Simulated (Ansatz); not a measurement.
Consider the ligand exchange at a B–C bond: `CB(N)S` + HCl → `NB(S)Cl` + CH₄.

Isolated molecules relaxed with PBE0-D4/def2-TZVP in Ansatz; ΔE leaves out vibrations. CCSD(T)/CBS adds triple-zeta CCSD(T) − MP2 to the extrapolated MP2 energy (def2 sets, frozen cores). This one scheme is used for every species. DFT in def2-TZVPP. One conformer a species, not always the lowest.

`CB(N)S`:

Z-matrix (Å, degrees):
```
C
B 1 1.572
H 1 1.094 2 111.1
H 1 1.093 2 112.6 3 -121.0
H 1 1.094 2 111.0 3 118.0
N 2 1.397 1 121.6 3 121.6
S 2 1.828 1 116.8 3 -58.4
H 6 1.005 2 124.6 1 179.9
H 6 1.005 2 121.6 1 -0.1
H 7 1.343 2 98.6 1 -179.9
```

HCl:

```xyz
2

Cl    0.639    0.029   -0.012
H    -0.639   -0.029    0.012
```

`NB(S)Cl`:

```xyz
7

N     0.834   -0.443    0.248
B    -0.133    0.547    0.108
S    -1.742    0.335   -0.700
Cl    0.196    2.162    0.758
H     1.709   -0.262    0.708
H     0.725   -1.382   -0.092
H    -1.590   -0.958   -1.029
```

CH₄:

```xyz
5

C     0.000    0.000    0.000
H    -0.282    0.364   -0.987
H     1.084    0.038    0.105
H    -0.341   -1.028    0.119
H    -0.461    0.626    0.763
```

```tsv
level	ΔE (eV)
PBE	-0.86
r2SCAN	-0.90
CAM-B3LYP	-0.85
HF/def2-SVP	-0.95
```

(1) What does CCSD(T)/CBS give? (An estimate is asked.)

Largest T1 diagnostic among the species: 0.011.

## Answers

(1) The calculation gave: -0.84 eV. The listed levels differ from it by -0.02, -0.06, -0.01, -0.11 eV.

Leaving LDA and LC-ωPBE aside and taking each functional with its dispersion term where it has one, the values, not all of them listed here, spread over 0.05 eV, from B97M-V to CAM-B3LYP-D4. LDA lies +0.05 eV from PBE without D4. At CCSD(T), def2-SVP lies −0.08 eV from the extrapolated value and def2-TZVPP +0.01 eV.
